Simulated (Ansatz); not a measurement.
Consider the atomization: `[CH3][GaH][F]` → C• + F• + Ga• + 4 H•.

Program: Ansatz. Geometries: PBE0-D4/def2-TZVP. ΔE: electronic, gas phase. CBS: MP2 limit from def2 TZ/QZ plus the TZ coupled-cluster correction, frozen cores. This one scheme is used for every species, atoms too. DFT in def2-TZVPP. Open shells (•) are unrestricted, without spin–orbit coupling. Spin–orbit coupling would lower the free atoms: a little for C, F; clearly for Ga. Bonds to Ga are less sure, by a few kJ/mol each and by 10 to 20 or more in all where they break to atoms, as the def2 sets lack core-valence functions. Scalar relativity is left out up to krypton.

`[CH3][GaH][F]`:

Z-matrix (Å, degrees):
```
C
Ga 1 1.950
H 1 1.091 2 110.1
H 1 1.093 2 109.4 3 -118.5
H 1 1.091 2 111.7 3 122.0
F 2 1.767 1 114.1 3 28.2
H 2 1.559 1 133.5 3 -152.5
```

```tsv
level	ΔE (kJ/mol)
PBE	2322.6
HF/CBS(def2)	1738.9
```

What does CCSD(T)/CBS give? (Estimate.)

The calculation gave: +2327.5 kJ/mol. The listed levels differ from it by -4.9, -588.6 kJ/mol.

Largest T1 diagnostic among the species: 0.013.

The D4 term adds +14.9 kJ/mol with B3LYP and +7.6 kJ/mol with PBE0; it sums over pairs of atoms, weighted by their polarisabilities, and B3LYP, whose exchange is more repulsive, gets the larger term. From BLYP to BHLYP (50 % exact exchange), in def2-TZVPP and without D4, ΔE moves by −36.3 kJ/mol: exact exchange takes away binding that semilocal exchange gives to molecules. In def2-TZVPP, CCSD(T) changes the Hartree–Fock value by +550.1 kJ/mol (the triples alone add +27.4 kJ/mol) and MP2 by +583.4 kJ/mol; breaking electron pairs costs correlation energy, which Hartree–Fock lacks.

B3LYP here is the variant with VWN-RPA as its local correlation; programs differ in this.

For atomizations the MP2-based limit and the directly extrapolated one differ by several kJ/mol either way, and by 10 to 25 for some Ge, Se and Sn compounds, so smaller differences from it don't rank the levels.
